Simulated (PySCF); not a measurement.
Compound: C₇H₁₁NSi₂.
Atom-mapped SMILES: `[SiH3:1][C@@:2]1([c:3]2[cH:4][cH:5][cH:6][cH:7][n:8]2)[CH2:9][SiH2:10]1`

Probes without a nucleus sit at each ring's centroid and 1 Å off its mean plane on both sides; NICS is minus the shielding there, NICSzz its component along the normal. Level: GIAO PBE0/pcSseg-1 (PySCF, non-relativistic, gas phase) on the GFN2-xTB geometry, one conformer.

Rings: 1. C2–C9–Si10; 2. C3–C4–C5–C6–C7–N8.

```json
{"set": "P", "NICS(0)": "-6.6", "NICS(1), two faces": "-10.1 / -10.4", "NICS(1)zz, two faces": "-24.5 / -25.3"}
{"set": "Q", "NICS(0)": "-29.2", "NICS(1), two faces": "-6.9 / -8.3", "NICS(1)zz, two faces": "-18.7 / -18.5"}
```

Question: Which set (ppm) belongs to which ring?

Answer: P = 2, Q = 1.
- 1 (3-membered ring with Si; formal bonds all single): mean NICS(1)zz -18.6 ppm, shielded. C2, C9, Si10 have four or more neighbours, and the NICS criterion for π rings isn't applied.
- 2 (6-membered ring with N; formal bonds all aromatic): mean NICS(1)zz -24.9 ppm, shielded. For a flat ring without four-coordinate atoms the NICS criterion counts such a value as aromatic.

Question: How do the rings differ in shape?

Answer: 
| ring | bond lengths (Å) | rms pucker (Å) | HOMA | nearest outside atom to a NICS(1) probe (Å) |
| --- | --- | --- | --- | --- |
| 1 | 1.536, 1.869, 1.916 | 0.00 | – | hydrogen 1.54 |
| 2 | 1.399, 1.379, 1.391, 1.384, 1.319, 1.336 | 0.00 | 0.99 | hydrogen 2.62 |

HOMA = 1 − mean of α(R − Ropt)² over the ring bonds, with Krygowski's 1993 parameters (CC: Ropt 1.388 Å, α 257.7 Å⁻²; CN: Ropt 1.334 Å, α 93.52 Å⁻²). A dash marks a ring with a four-coordinate atom, a triple bond, no multiple bond or a kind of bond without parameters.

The run took 2.8 min wall, 2.1 min CPU on an AMD EPYC with one thread, shared host with 64 logical CPUs at a one-minute load of 50, and the process peaked at 1.1 GiB of memory. This is the whole shielding run at PBE0/pcSseg-1, SCF included.

Shape of the structure used: `[SiH3:1][C@@:2]1([c:3]2[cH:4][cH:5][cH:6][cH:7][n:8]2)[CH2:9][SiH2:10]1`: Si1–C2–C3–C4 168°.
